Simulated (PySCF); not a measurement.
Krypton: a sound run and one with changed settings

Sound run: Kr [Kr], Kr+ [Ar] 3d10 4s2 4p5. All numbers are calculated (PySCF 2.14, no relativity, point nucleus, in pcseg-2). In the sound run the correlated levels freeze [Ar] 3d10. The sound run starts from symmetry-adapted Hartree-Fock orbitals and uses a fine grid where one is needed.

Changed run: basis STO-3G. This setting is unsound on purpose.

```tsv
species	method	sound run (hartree)	changed run (hartree)	converged
Kr	UHF	-2752.02415	-2722.70600	yes
Kr	M06-L	-2753.68145	-2724.15661	yes
Kr	r2SCAN	-2753.78530	-2724.15046	yes
Kr	MP2	-2752.19482	-2722.70600	yes
Kr+	UHF	-2751.54303	-2722.30230	yes
Kr+	M06-L	-2753.17485	-2723.69922	yes
Kr+	r2SCAN	-2753.26382	-2723.70411	yes
Kr+	MP2	-2751.67961	-2722.30230	yes
```

Ionisation energy of Kr:

```csv
method,sound run (eV),changed run (eV)
UHF,13.092,10.985
M06-L,13.785,12.446
r2SCAN,14.190,12.146
MP2,14.020,10.985
SCS-MP2,13.934,10.985
```

A minimal basis cannot let orbitals breathe on ionisation and holds almost no correlation.

For comparison, NIST gives 14.000 eV between the lowest levels.
